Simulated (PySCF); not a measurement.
These compounds are isomers of formula C₁₁H₁₂.

A. `C=C1C[C@]1(C)c1ccccc1`
B. SMILES C=C[C@@H](C)c1cccc2c1C2
C. SMILES C1([C@H]2[C@H](C#C)C2)=CCC=CC1
D. `C(#CC)CC1=CC=CC=C1C`

Spectrum 1. ¹³C{¹H} NMR (computed): δ 142.8 (C), 142.6 (C), 135.7 (CH), 134.4 (CH), 132.6 (CH), 131.6 (CH), 84.0 (C), 83.7 (C), 27.9 (CH2), 22.2 (CH3), 4.7 (CH3).

Spectrum 2. ¹³C{¹H} NMR (computed): δ 141.5 (C), 131.7 (CH), 130.9 (CH), 123.3 (CH), 92.3 (C), 70.4 (CH), 34.8 (CH2), 32.3 (CH), 31.5 (CH2), 13.8 (CH2), 12.9 (CH).

Spectrum 3. ¹³C{¹H} NMR (computed): δ 152.1 (CH), 139.8 (C), 135.2 (CH), 133.5 (CH), 133.4 (C), 127.6 (C), 119.5 (CH2), 116.2 (CH), 49.0 (CH), 28.6 (CH3), 22.2 (CH2).

Spectrum 4. ¹³C{¹H} NMR (computed): δ 155.3 (C), 151.7 (C), 133.6 (CH), 130.6 (CH), 130.5 (CH), 109.5 (CH2), 26.1 (CH2), 25.1 (C), 23.7 (CH3).

[PySCF 2.14.0 with density-fitted response routines: GIAO PBE0/pcSseg-1 shieldings; GFN2-xTB structure; one conformer; non-relativistic; no solvent model; fast rotation and ring inversion assumed for equivalent nuclei]

δ = σ(ref) − σ, references computed at the same level: TMS for ¹³C (186.93 ppm). Shifts are as computed. Against solution values, carbons near 30 ppm lie about +3 ppm off and those near 130 ppm about +5 ppm. Of 1211 compounds with measured shifts, 218 miss one by over three times the rms of a fit or turn the order of signals round; such compounds aren't used in these exercises.

Question: Which spectrum belongs to which compound?

Answer: 1–D, 2–C, 3–B, 4–A.

- Spectrum 1 (D): 11 ¹³C signals; δC 135.7 is an aromatic CH; δC 134.4 is an aromatic CH.
- Spectrum 2 (C): 11 ¹³C signals; δC 141.5 is a fully substituted alkene carbon; δC 131.7 is an alkene CH.
- Spectrum 3 (B): 11 ¹³C signals; δC 152.1 is an alkene CH; δC 135.2 is an aromatic CH.
- Spectrum 4 (A): 9 ¹³C signals; δC 155.3 is a fully substituted alkene carbon; δC 133.6 is an aromatic CH.
